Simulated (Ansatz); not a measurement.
CH₂N, charge +1, singlet, geometry from GFN2-xTB; B97M-V/def2-SVPD run with Ansatz (an electronic-structure program).

Here is a job for Ansatz.
Ansatz 0.2 input:
```yaml
crystal:
  periodic: [false, false, false]
  atoms:
    - {symbol: C, position_ang: [-0.00000000, -0.00000000, -0.60033760]}
    - {symbol: N, position_ang: [0.00000000, 0.00000000, 0.53266898]}
    - {symbol: H, position_ang: [-0.00000000, -0.00000000, -1.67489223]}
    - {symbol: H, position_ang: [0.00000000, 0.00000000, 1.54823496]}
basis:
  gaussian:
    orbitals: def2-SVPD
hamiltonian:
  xc: {name: B97M-V}
total_charge: 1
```

Output, abridged:

```
Functional definition: B97M-V
472 factors; their error is unknown
mean field evaluation 1: about -2539.7084 eV, gradient 6.2e1 eV
mean field evaluation 2: about -2520.1630 eV, gradient 1.0e2 eV
mean field evaluation 4: about -2547.5140 eV, gradient 3.8e0 eV
mean field evaluation 8: about -2547.5284 eV, gradient 2.0e-2 eV
mean field -2547.52836535 eV, -93.6199406498 hartree, gradient 4.9e-5 eV, S^2 0.000000; 0 other end points of the search recorded, 0 dependent functions left out
reference -2547.52839615 eV, -93.6199417817 hartree; 7, 7 occupied and 49, 49 virtual orbitals, 472 factors
Total energy: -2547.52839615 eV, -93.6199417817 hartree
```
